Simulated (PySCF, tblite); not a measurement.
Species: C8H6FN3.
Geometry (GFN2-xTB, Å), atoms numbered from 1 in this order:
```
atom  x, y, z in Å
F1     2.7372   -2.4304   -0.6596
C2     2.1400   -1.2566   -0.3781
C3     2.9267   -0.1355   -0.1751
C4     2.3051    1.0684    0.1137
C5     0.9275    1.1474    0.1981
C6     0.1622    0.0047   -0.0098
N7    -1.2249    0.0773    0.0754
N8    -2.0052   -0.9684   -0.1070
C9    -3.2298   -0.5060    0.0547
C10   -3.1409    0.8637    0.3418
N11   -1.8646    1.1970    0.3469
C12    0.7618   -1.2146   -0.3017
H13    3.9996   -0.2150   -0.2435
H14    2.9028    1.9524    0.2743
H15    0.4295    2.0765    0.4217
H16   -4.0881   -1.1379   -0.0354
H17   -3.9119    1.5798    0.5343
H18    0.1642   -2.0964   -0.4625
```

Level of theory: PBE0/pcSseg-1 in PySCF (dipole) on a GFN2-xTB geometry, gas phase.

Take the most abundant isotopes and a rigid rotor. The values belong to one conformer with, in the numbering `[F:1][c:2]1[cH:3][cH:4][cH:5][c:6](-[n:7]2[n:8][cH:9][cH:10][n:11]2)[cH:12]1`, C5–C6–N7–N8 180°.

Question: Give the principal moments of inertia and the rotational constants in MHz.

Answer: Ia = 204.51, Ib = 848.54, Ic = 1053.06 u·Å²; 505379 MHz·u·Å²/I gives A = 2471, B = 595.6, C = 479.9 MHz.

Question: Classify the top.

Answer: An asymmetric top: κ = (2 × 595.6 − 2471 − 479.9)/(2471 − 479.9) = -0.88.

Question: Is it planar, by Δ = Ic − Ia − Ib?

Answer: Planar: Δ = Ic − Ia − Ib = 0.00 u·Å². For a rigid frame Δ = −2 Σ m c², so it vanishes when all atoms lie in the ab plane; here none is more than 0.01 Å from it.

Question: Where do the levels up to J = 4 lie, in K?

Answer: Above 0(0,0), as E/k:
J = 1: 1(0,1) 0.052, 1(1,1) 0.142, 1(1,0) 0.147
J = 2: 2(0,2) 0.155, 2(1,2) 0.239, 2(1,1) 0.256, 2(2,1) 0.526, 2(2,0) 0.526
J = 3: 3(0,3) 0.308, 3(1,3) 0.386, 3(1,2) 0.419, 3(2,2) 0.681, 3(2,1) 0.682, 3(3,1) 1.145, 3(3,0) 1.145
J = 4: 4(0,4) 0.512, 4(1,4) 0.581, 4(1,3) 0.636, 4(2,3) 0.887, 4(2,2) 0.891, 4(3,2) 1.352, 4(3,1) 1.352, 4(4,1) 2.001, 4(4,0) 2.001
The levels of one J sum to (2J + 1)J(J + 1)(A + B + C)/3.

Question: Which lines would a microwave search look for?

Answer: The dipole components are |μa| = 1.40 D, |μb| = 1.09 D, |μc| = 0.00 D; the mirror of this Cs structure is the ab plane, so μc vanishes by symmetry and there are no c-type lines. The squared components, which scale the intensities, stand as 1.00 : 0.62 (a : b). Some lines, for components of 0.1 D or more:

| type | branch | J(Ka,Kc) | MHz | lower level (cm⁻¹) |
| --- | --- | --- | --- | --- |
| a | Q | 2(1,1) ← 2(1,2) | 347 | 0.166 |
| a | R | 1(0,1) ← 0(0,0) | 1075 | 0.000 |
| b | R | 3(0,3) ← 2(1,2) | 1441 | 0.166 |
| b | Q | 1(1,0) ← 1(0,1) | 1991 | 0.036 |
| a | R | 2(1,2) ← 1(1,1) | 2035 | 0.098 |
| b | Q | 2(1,1) ← 2(0,2) | 2112 | 0.107 |
| a | R | 2(0,2) ← 1(0,1) | 2146 | 0.036 |
| b | Q | 3(1,2) ← 3(0,3) | 2303 | 0.214 |
| b | R | 1(1,1) ← 0(0,0) | 2951 | 0.000 |
| a | R | 3(1,3) ← 2(1,2) | 3050 | 0.166 |
| a | R | 3(2,2) ← 2(2,1) | 3226 | 0.366 |
| a | R | 3(2,1) ← 2(2,0) | 3247 | 0.366 |
| b | R | 2(1,2) ← 1(0,1) | 3911 | 0.036 |
| b | R | 3(1,3) ← 2(0,2) | 4815 | 0.107 |
| b | Q | 3(2,1) ← 3(1,2) | 5482 | 0.291 |
| b | Q | 2(2,1) ← 2(1,2) | 5974 | 0.166 |
| b | Q | 3(2,2) ← 3(1,3) | 6150 | 0.268 |
| b | R | 2(2,1) ← 1(1,0) | 7893 | 0.102 |
| b | R | 2(2,0) ← 1(1,1) | 8014 | 0.098 |
| b | R | 3(2,2) ← 2(1,1) | 8853 | 0.178 |
| b | R | 3(2,1) ← 2(1,2) | 9226 | 0.166 |
| b | Q | 3(3,1) ← 3(2,2) | 9670 | 0.473 |

Question: Estimate the classical rotational partition function at 10 K, 50 K and 500 K.

Answer: Point group Cs, symmetry number σ = 1; q = (√π/σ)·√((kT/h)³/(ABC)), k/h = 20836.6 MHz/K: 6340 at 10 K, 70900 at 50 K, 2240000 at 500 K.

Its GFN2-xTB frequencies are all real (lowest 54 cm⁻¹). Zero-point vibration and centrifugal distortion are left out. Quadrupole hyperfine structure (14N) is left out.

Hardware: one thread, Arm Neoverse V1 (aarch64) (shared host). Cost: 66 s (grids of density and orbitals included), 1.1 GiB resident at most. This is the PBE0/pcSseg-1 job that gave the dipole, with the shieldings it also computed.
